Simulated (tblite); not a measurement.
C5H5F4P.
Geometry (GFN2-xTB, Å), atoms numbered from 1 in this order:
```
atom  x, y, z in Å
F1    -0.8063    2.6825    0.3082
C2    -0.6973    1.3487    0.3039
C3    -1.4177    0.5349   -0.4563
C4    -1.1290   -0.9195   -0.2943
C5    -0.2433   -1.1007    0.9534
P6     0.4797    0.5399    1.4513
C7     1.9369    0.5306    0.2186
F8     1.6112    0.1371   -1.0246
F9     2.8881   -0.3159    0.6447
F10    2.4966    1.7379    0.1112
H11   -2.1479    0.8763   -1.1715
H12   -0.6206   -1.2828   -1.1912
H13   -2.0566   -1.4855   -0.1940
H14    0.5478   -1.8377    0.8064
H15   -0.8463   -1.4379    1.8001
```

Computed values, GFN2-xTB/tblite, gas phase, harmonic and unscaled. This tight-binding method is rough: wavenumbers can miss measured ones by several per cent, in bad cases by 10 to 20. One conformer, not necessarily the lowest.

Harmonic wavenumbers (cm⁻¹): 32.4, 86.2, 108.7, 158.7, 229.1, 246.9, 254.5, 327.7, 381.0, 441.3, 450.4, 475.0, 504.1, 623.8, 656.1, 668.1, 714.6, 787.7, 810.9, 944.2, 951.9, 1038.7, 1055.8, 1071.5, 1081.2, 1106.7, 1141.7, 1170.3, 1205.9, 1247.9, 1293.6, 1434.4, 1464.3, 1674.8, 2953.9, 2967.3, 2983.5, 2987.6, 3109.2.

A = 1612, B = 1052, C = 852.5 MHz; mass 172.006 u (most abundant isotopes); point group C1, symmetry number 1.

Zero-point energy?

½Σν̃ = 20421 cm⁻¹ = 244.29 kJ/mol.

What is S at 298.15 K and 1 bar for an ideal gas of classical rigid rotors and harmonic oscillators?

Translation 173.05, rotation 124.63, vibration 119.48: S = 417.2 J/(mol K).

And Cp and H(298.15 K) − H(0)?

Cp = 158.93 J/(mol K), of which vibrations give 125.67 (their classical limit is 39 R = 324.3); H(298.15 K) − H(0) = 28.76 kJ/mol without the zero-point energy, 18.85 from vibrations.

Blend soft modes into free rotors: weight 1/[1 + (100 cm⁻¹/ν̃)⁴] for the oscillator and the rest for a rotor with moment μB/(μ + B), μ = h/(8π²ν), B = 10⁻⁴⁴ kg m². What vibrational entropy results?

109.54 J/(mol K) in place of 119.48, which changes −T·S at 298.15 K by +2.96 kJ/mol.

How do the functions run with temperature in this model?

| T (K) | S (J/(mol K)) | Cp (J/(mol K)) | H − H(0) (kJ/mol) | G − H(0) (kJ/mol) | ln q(vib) |
| --- | --- | --- | --- | --- | --- |
| 150 | 331.0 | 97.8 | 9.66 | -39.99 | 3.01 |
| 250 | 390.9 | 139.9 | 21.56 | -76.16 | 5.54 |
| 400 | 469.0 | 194.5 | 46.82 | -140.79 | 9.35 |
| 600 | 558.0 | 243.5 | 91.03 | -243.75 | 14.26 |
| 900 | 665.4 | 284.6 | 170.91 | -427.93 | 20.96 |

q(vib) and H(0) count from the zero-point level.

Which modes carry the vibrational entropy at 298.15 K?

32.4 cm⁻¹: 23.75; 86.2 cm⁻¹: 15.67; 108.7 cm⁻¹: 13.77; 158.7 cm⁻¹: 10.73; 229.1 cm⁻¹: 7.89; 246.9 cm⁻¹: 7.33 J/(mol K); the other 33 give 40.33 together.

What must be added to the electronic energy to get the Gibbs energy at 298.15 K and 1 bar?

ZPE + [H(298.15 K) − H(0)] − T·S = 244.29 + 28.76 − 124.38 = 148.67 kJ/mol.

Hindered rotation and anharmonicity are outside this model. Other conformers, if any are populated, would add a mixing term that is left out. The structure is chiral; the term R ln 2 for an equal mix with its mirror image is left out.
